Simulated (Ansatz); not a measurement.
`[CH3][Ge][F]` + CH₃SH → `C[S][Ge][F]` + CH₄ at 400 K and 1 bar (ligand exchange at a Ge–C bond).

Program: Ansatz. Geometries: PBE0-D4/def2-TZVP. ΔE: electronic, gas phase. CCSD(T)/CBS is the MP2 limit (def2-TZVPP, def2-QZVPP) plus CCSD(T) − MP2 in def2-TZVPP, frozen cores. This one scheme is used for every species. For Ge outer-core shells are correlated without core-valence functions, which leaves a few kJ/mol of doubt a bond. Scalar relativity is left out up to krypton. One conformer a species, not always the lowest.

```csv
species,CCSD(T)/CBS energy (Eh),H − E (kJ/mol),S (J/(mol·K))
`[CH3][Ge][F]`,-2215.78112,118.9,321.3
CH₃SH,-438.22835,138.7,269.4
`C[S][Ge][F]`,-2613.59497,135.2,360.1
CH₄,-40.46206,131.3,197.2
```

H − E and S are ideal-gas, rigid-rotor, harmonic terms from PBE0-D4/def2-TZVP, for one conformer and one mirror image of each species. 1 Eh = 2625.50 kJ/mol, R = 8.31446 J/(mol·K).

Question: By hand: ΔE, ΔH, ΔS and ΔG.

Answer: ΔE = (-2613.59497) + (-40.46206) − (-2215.78112) − (-438.22835) = -0.04756 Eh = -124.9 kJ/mol. Δ(H − E) = 135.2 + 131.3 − 118.9 − 138.7 = 8.9, so ΔH = -116.0 kJ/mol. ΔS = 360.1 + 197.2 − 321.3 − 269.4 = -33.4 J/(mol·K). ΔG = -116.0 − 400 × (-33.4)/1000 = -102.6 kJ/mol.

Question: By hand: the equilibrium constant, and the temperature at which ΔG would vanish if ΔH and ΔS stayed fixed.

Answer: log₁₀ K = −ΔG/(RT ln 10) = 13.4. ΔG = 0 at ΔH/ΔS = 3473 K, far beyond where these terms or the molecules hold.

ΔH outweighs TΔS. A doubt of 5 kJ/mol in ΔE shifts log₁₀ K by 0.7 here. Other conformers and mirror images would add mixing entropy, several J/(mol·K) or more a flexible species. These are equilibria of isolated gas molecules and say nothing of rates. Largest T1 diagnostic: 0.015 (customary marks: 0.02 for closed shells, 0.045 for open ones).
